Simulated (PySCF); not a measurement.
Species: C4H6F3O (charge -1).
InChI=1S/C4H6F3O/c1-3(8)2-4(5,6)7/h3H,2H2,1H3/q-1/t3-/m0/s1

Torsions of this conformer, `[CH3:1][C@H:2]([O-:3])[CH2:4][C:5]([F:6])([F:7])[F:8]`: C1–C2–C4–C5 -63°, C2–C4–C5–F6 -46°.

The closed-shell ground state was solved at several levels (PySCF, density fitting, gas phase, non-relativistic). Geometry: GFN2-xTB, one conformer, isolated ion. Where the HOMO energy is positive, the finite basis confines the outermost electrons. No diffuse functions stand in pcSseg-1, which bears on an anion's orbital energies.

```csv
level,basis functions,HOMO (eV),LUMO (eV),gap (eV)
PBE0/def2-SVPD,220,-0.49,4.31,4.80
PBE0/pcSseg-1,166,0.03,6.12,6.09
```

Q: What might B3LYP/def2-SVPD (220 basis functions) give for the same quantities?

A: HOMO -0.32 eV, LUMO 4.01 eV, gap 4.33 eV.

Q: Over all these levels, which gives the widest orbital gap and which the narrowest?

A: PBE0/pcSseg-1 (global hybrid, 25 % exact exchange) has the widest, 6.09 eV, and B3LYP/def2-SVPD (global hybrid, 20 % exact exchange) the narrowest, 4.33 eV. Functional and basis both differ between the two, so the spread mixes both effects.
